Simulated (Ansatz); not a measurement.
`B[SiH2]C#N` + `CBS` → `BSBC` + `N#C[SiH3]` at 600 K and 1 bar (cleavage of the B–Si bond).

Computed with Ansatz on PBE0-D4/def2-TZVP structures; ΔE is electronic, products minus reactants. CBS: MP2 limit from def2 TZ/QZ plus the TZ coupled-cluster correction, frozen cores. This one scheme is used for every species. One conformer a species, not always the lowest.

| species | CCSD(T)/CBS energy (Eh) | H − E (kJ/mol) | S (J/(mol·K)) |
| --- | --- | --- | --- |
| `B[SiH2]C#N` | -408.97966 | 170.4 | 396.7 |
| `CBS` | -463.66090 | 197.7 | 348.9 |
| `BSBC` | -489.06011 | 244.3 | 406.5 |
| `N#C[SiH3]` | -383.61554 | 124.1 | 319.2 |

H − E and S are ideal-gas, rigid-rotor, harmonic terms from PBE0-D4/def2-TZVP, for one conformer and one mirror image of each species. 1 Eh = 2625.50 kJ/mol, R = 8.31446 J/(mol·K).

By hand: ΔE, ΔH, ΔS and ΔG.

ΔE = (-489.06011) + (-383.61554) − (-408.97966) − (-463.66090) = -0.03509 Eh = -92.1 kJ/mol. Δ(H − E) = 244.3 + 124.1 − 170.4 − 197.7 = 0.3, so ΔH = -91.8 kJ/mol. ΔS = 406.5 + 319.2 − 396.7 − 348.9 = -19.9 J/(mol·K). ΔG = -91.8 − 600 × (-19.9)/1000 = -79.9 kJ/mol.

By hand: the equilibrium constant, and the temperature at which ΔG would vanish if ΔH and ΔS stayed fixed.

log₁₀ K = −ΔG/(RT ln 10) = 7.0. ΔG = 0 at ΔH/ΔS = 4613 K, far beyond where these terms or the molecules hold.

ΔH outweighs TΔS. A doubt of 5 kJ/mol in ΔE shifts log₁₀ K by 0.4 here. Other conformers and mirror images would add mixing entropy, several J/(mol·K) or more a flexible species. These are equilibria of isolated gas molecules and say nothing of rates. Largest T1 diagnostic: 0.013 (customary marks: 0.02 for closed shells, 0.045 for open ones).
